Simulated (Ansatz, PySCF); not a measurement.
This Ansatz (an electronic-structure program) input computes a r2SCAN/def2-TZVPD energy:

Ansatz 0.2 input:
```yaml
crystal:
  periodic: [false, false, false]
  atoms:
    - {symbol: Mg, position_ang: [-0.00000000, -0.00000000, -0.73136473]}
    - {symbol: O, position_ang: [0.00000000, 0.00000000, 1.09704709]}
basis:
  gaussian:
    orbitals: def2-TZVPD
hamiltonian:
  xc: {name: r2SCAN}
total_charge: 1
magnetization: {spin_polarized: true, initial_magnetization: 1}
output: {forces: true}
```

Task: Write an input for the same energy in PySCF and say what it gives.

Result: 
```python
from pyscf import gto, scf, dft

mol = gto.M(
    atom='''
    Mg   -0.00000000   -0.00000000   -0.73136473
    O     0.00000000    0.00000000    1.09704709
    ''',
    basis='def2-tzvpd',
    charge=1,
    spin=1,
    symmetry='C2v',
    verbose=4,
)

mf = dft.UKS(mol, xc='r2scan').density_fit(auxbasis='def2-universal-jkfit')
mf.grids.level = 4
mf.conv_tol = 1e-9
mf.max_cycle = 100
mf.max_memory = 1500
mf.kernel()
if not mf.converged:
    mf = mf.newton()
    mf.kernel(mf.make_rdm1())
mf.analyze()
```
It gives -274.90746 Eh, and Ansatz -274.90742 Eh, a difference of 0.04 mEh, from the treatment of integrals and grids.
